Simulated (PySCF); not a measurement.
This PySCF input asks for the NMR shieldings of `[AlH3-][O+]1CC[C@H](CCl)C1`, C$_{5}$H$_{12}$AlClO; the geometry comes from GFN2-xTB.

```python
import basis_set_exchange as bse
import numpy as np
from pyscf import gto, dft
from pyscf.prop import nmr

atoms = """
Al    2.033007    1.157140   -0.754675
O     1.046562    0.180190    0.498189
C     1.003552   -1.208961    0.242459
C    -0.464213   -1.504531   -0.089906
C    -1.228133   -0.283311    0.468185
C    -1.791021    0.570720   -0.660770
Cl   -2.766424    1.905520    0.006733
C    -0.130398    0.483763    1.216388
H     1.601551    2.574448   -0.229647
H     1.386465    0.625921   -2.106086
H     3.439338    0.554098   -0.386361
H     1.689557   -1.407895   -0.583050
H     1.333263   -1.753990    1.134418
H    -0.602236   -1.578400   -1.167442
H    -0.794496   -2.434636    0.367899
H    -2.035875   -0.576305    1.140895
H    -2.448325   -0.007312   -1.309838
H    -0.978739    1.016588   -1.243009
H    -0.267907    1.564646    1.201841
H    -0.030673    0.132985    2.250741
"""
names = dict.fromkeys(["Al", "O", "C", "Cl", "H"], "pcSseg-1")
basis = {el: gto.basis.parse(bse.get_basis(n, elements=[el], fmt="nwchem")) for el, n in names.items()}
mol = gto.M(atom=atoms, basis=basis, charge=0, verbose=0)
mf = dft.RKS(mol, xc="PBE0")
mf.grids.level = 2
mf.grids.alignment = dft.numint.BLKSIZE   # the property module wants whole blocks of grid points
mf.conv_tol = 1e-9
mf.kernel()

calc = nmr.RKS(mf)   # GIAO
C = mf.mo_coeff
Co = C[:, mf.mo_occ > 0]
resp = mf.gen_response(singlet=True, hermi=2)
def vind(x):   # induced exchange potential for any number of trial vectors
    d = np.einsum("pi,xij,qj->xpq", C, 2 * x.reshape(-1, C.shape[1], Co.shape[1]), Co, optimize=True)
    return np.einsum("xpq,pi,qj->xij", resp(d - d.transpose(0, 2, 1)), C, Co, optimize=True).ravel()
mo1, _ = nmr.rhf.solve_mo1(calc, with_cphf=vind)
sigma = calc.kernel(mo1)
for i, s in enumerate(sigma):   # ppm
    w = np.linalg.eigvalsh((s + s.T) / 2)
    print("%2d %-2s iso %8.1f  s11 %8.1f  s22 %8.1f  s33 %8.1f" % (i, mol.atom_pure_symbol(i), w.mean(), *w))
```

Q: What are the results?

A: 
```
 0 Al iso    407.3  s11    379.8  s22    406.8  s33    435.3
 1 O  iso    286.0  s11    209.6  s22    310.0  s33    338.4
 2 C  iso    113.1  s11     68.9  s22    101.6  s33    168.9
 3 C  iso    156.2  s11    126.8  s22    163.2  s33    178.6
 4 C  iso    140.1  s11    119.5  s22    139.1  s33    161.6
 5 C  iso    134.0  s11    101.0  s22    133.3  s33    167.6
 6 Cl iso    847.7  s11    657.4  s22    795.6  s33   1089.9
 7 C  iso    110.1  s11     71.4  s22     99.6  s33    159.2
 8 H  iso     27.6  s11     23.9  s22     26.9  s33     31.9
 9 H  iso     27.5  s11     24.0  s22     27.2  s33     31.3
10 H  iso     27.4  s11     23.6  s22     25.9  s33     32.7
11 H  iso     26.9  s11     22.1  s22     26.3  s33     32.3
12 H  iso     27.9  s11     22.4  s22     26.5  s33     34.8
13 H  iso     30.0  s11     25.9  s22     28.6  s33     35.6
14 H  iso     29.6  s11     24.6  s22     27.1  s33     37.1
15 H  iso     29.3  s11     24.5  s22     28.7  s33     34.9
16 H  iso     28.3  s11     21.4  s22     29.5  s33     34.0
17 H  iso     27.7  s11     22.0  s22     28.1  s33     32.9
18 H  iso     26.9  s11     22.4  s22     27.4  s33     30.9
19 H  iso     28.0  s11     22.6  s22     26.9  s33     34.4
```

These numbers come from an equivalent density-fitted implementation of the same equations, which agrees with the script to about 0.01 ppm for H and up to a few tenths of a ppm for heavy atoms, so last digits may differ.

Size and cost of the density-fitted run: 210 basis functions, 87 s wall time on 1 thread of an Arm Neoverse N1, shared host; peak memory 0.96 GiB.
